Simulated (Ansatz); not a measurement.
The cluster Si₅H₃⁺, relaxed as a singlet with RKS PBE-D4/def2-SVP in Ansatz, starting from the GFN2-xTB geometry. Force threshold 0.02 eV/Å.

The restricted singlet is unstable towards broken spin symmetry in Hartree–Fock (as tested in another run); at PBE-D4/def2-SVP this wasn't settled. Another isomer (singlet) lies 2.08 eV lower at PBE0-D4/def2-TZVP; other spin states weren't run for this one.

Start:

```csv
atom,x (Å),y (Å),z (Å)
Si1,3.380,0.412,-0.081
Si2,-0.927,-0.134,0.812
Si3,-1.822,0.385,2.835
Si4,-0.810,-0.689,-1.448
Si5,1.190,-0.118,-0.386
H6,3.749,0.801,-1.487
H7,-3.257,0.583,2.421
H8,-1.502,-1.240,-2.667
```

Estimate the energy that the relaxation releases and the steps that it takes.

18.4 kcal/mol, in 14 steps; 11 s on 4 threads of Arm Neoverse V2 on a shared host. No frequencies were taken in this run, so the end may be a saddle point.

Does the start keep its bonding?

By distances, no bond broke or formed. The bond that changes most is Si2–Si5, from 2.43 to 2.29 Å (atoms count from 1).

Predict the relaxed structure.


```xyz
8

Si    3.497   -0.036   -0.569
Si   -0.867   -0.131    0.793
Si   -2.260   -0.128    2.715
Si   -0.711   -0.831   -1.300
Si    1.141   -0.124   -0.315
H     3.231    1.408   -1.061
H    -2.659    1.288    2.234
H    -1.372   -1.447   -2.496
```
Bond lengths: 5 × Si–Si 2.21 to 2.37 Å; 3 × H–Si 1.50 to 1.55 Å.
